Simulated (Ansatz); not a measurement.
# GeSiH3ClO (SMILES [SiH3][O][Ge][Cl]): methods side by side

GeSiH3ClO: 7 atoms, total charge 0, spin state singlet. As SMILES, `[SiH3][O][Ge][Cl]`. Geometry: relaxed at PBE0-D4/def2-TZVP. This is one conformer, not always the lowest.

Quantity: the electronic atomisation energy, in eV. The values are calculated. Electronic energies at fixed atoms, without zero-point motion or spin-orbit coupling.

| level | kind | program | value (eV) | CPU time (all runs) |
| --- | --- | --- | --- | --- |
| BLYP/cc-pVDZ | GGA | Ansatz | 22.35 | 16 s |
| revPBE/cc-pVDZ | GGA | Ansatz | 21.87 | 15 s |
| B3LYP/cc-pVDZ | global hybrid | Ansatz | 22.32 | 18 s |
| BHLYP/cc-pVDZ | global hybrid | Ansatz | 21.60 | 18 s |
| CAM-B3LYP/cc-pVDZ | range-separated hybrid | Ansatz | 22.52 | 18 s |
| wB97M-V/cc-pVDZ | range-separated hybrid | Ansatz | 22.92 | 2.1 min |
| B2PLYP/cc-pVDZ | double hybrid | Ansatz | 22.01 | 24 s |
| PBE-QIDH/cc-pVDZ | double hybrid | Ansatz | 21.83 | 19 s |

All-electron rows without a relativistic Hamiltonian named are non-relativistic. The values span 21.60 to 22.92 eV. CPU times are rough (shared hosts, several kinds of processor and program).
